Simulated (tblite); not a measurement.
Species: C3H12BN.
Z-matrix (Å and degrees, GFN2-xTB geometry), rows numbered from 1:
```
B 
N   1  1.6493
C   2  1.4693  1  117.60
C   3  1.5216  2  109.76  1    73.69
C   3  1.5275  2  110.48  1  -163.45
H   1  1.1908  2  107.92  3   -65.96
H   1  1.1941  2  104.47  3   174.54
H   1  1.1921  2  105.89  3    55.33
H   2  1.0153  1  103.85  3  -121.43
H   2  1.0161  1  106.72  3   124.34
H   3  1.0944  2  106.48  1   -44.42
H   4  1.0853  3  109.59  2   -53.74
H   4  1.0862  3  110.35  2  -173.56
H   4  1.0888  3  110.63  2    66.36
H   5  1.0867  3  110.17  2   178.56
H   5  1.0888  3  111.13  2    58.82
H   5  1.0894  3  110.70  2   -61.96
```

All values are computed: GFN2-xTB (tblite) harmonic vibrations without scaling, gas phase. The method is semi-empirical: single wavenumbers can be off by several per cent or more. Modes of hydrogen on boron can be 10 to 20 % off. One conformer, not necessarily the lowest.

Harmonic wavenumbers (cm⁻¹): 70.7, 184.1, 197.6, 226.7, 249.8, 348.4, 382.8, 448.0, 640.1, 675.5, 859.1, 919.3, 945.3, 948.7, 979.4, 984.3, 1048.8, 1111.5, 1157.2, 1180.5, 1190.8, 1219.6, 1254.4, 1265.3, 1303.7, 1333.0, 1402.7, 1418.8, 1483.3, 1488.4, 1498.2, 1503.6, 1514.6, 2425.3, 2443.4, 2467.0, 2956.9, 3019.3, 3026.0, 3027.1, 3053.8, 3059.0, 3071.5, 3376.9, 3392.7.

A = 7302, B = 3330, C = 2576 MHz; mass 73.106 u (most abundant isotopes); point group C1, symmetry number 1.

Task: Zero-point energy?

Result: Half the sum of the wavenumbers: 33377 cm⁻¹ = 399.27 kJ/mol.

Task: What is S at 350 K and 1 bar for an ideal gas of classical rigid rotors and harmonic oscillators?

Result: Translation 165.72, rotation 110.96, vibration 87.31: S = 364.0 J/(mol K).

Task: And Cp and H(350 K) − H(0)?

Result: Cp = 138.55 J/(mol K), of which vibrations give 105.29 (their classical limit is 45 R = 374.2); H(350 K) − H(0) = 28.87 kJ/mol without the zero-point energy, 17.23 from vibrations.

Task: What must be added to the electronic energy to get the Gibbs energy at 350 K and 1 bar?

Result: ZPE + [H(350 K) − H(0)] − T·S = 399.27 + 28.87 − 127.39 = 300.75 kJ/mol.

Task: Which modes carry the vibrational entropy at 350 K?

Result: 70.7 cm⁻¹: 18.62; 184.1 cm⁻¹: 10.83; 197.6 cm⁻¹: 10.27; 226.7 cm⁻¹: 9.20; 249.8 cm⁻¹: 8.45; 348.4 cm⁻¹: 6.00 J/(mol K); the other 39 give 23.94 together.

Task: Blend soft modes into free rotors: weight 1/[1 + (100 cm⁻¹/ν̃)⁴] for the oscillator and the rest for a rotor with moment μB/(μ + B), μ = h/(8π²ν), B = 10⁻⁴⁴ kg m². What vibrational entropy results?

Result: 83.60 J/(mol K) in place of 87.31, which changes −T·S at 350 K by +1.30 kJ/mol.

Task: How do the functions run with temperature in this model?

Result: 
| T (K) | S (J/(mol K)) | Cp (J/(mol K)) | H − H(0) (kJ/mol) | G − H(0) (kJ/mol) | ln q(vib) |
| --- | --- | --- | --- | --- | --- |
| 100 | 250.9 | 60.0 | 4.37 | -20.73 | 0.66 |
| 200 | 301.9 | 89.5 | 11.89 | -48.49 | 2.12 |
| 300 | 344.0 | 121.2 | 22.38 | -80.82 | 3.74 |
| 500 | 421.8 | 187.4 | 53.42 | -157.50 | 7.18 |
| 800 | 526.5 | 258.1 | 121.08 | -300.15 | 12.54 |
| 1000 | 587.7 | 290.1 | 176.05 | -411.69 | 16.04 |

q(vib) and H(0) count from the zero-point level.

Hindered rotation and anharmonicity are outside this model. Other conformers, if any are populated, would add a mixing term that is left out. The structure is chiral; the term R ln 2 for an equal mix with its mirror image is left out.
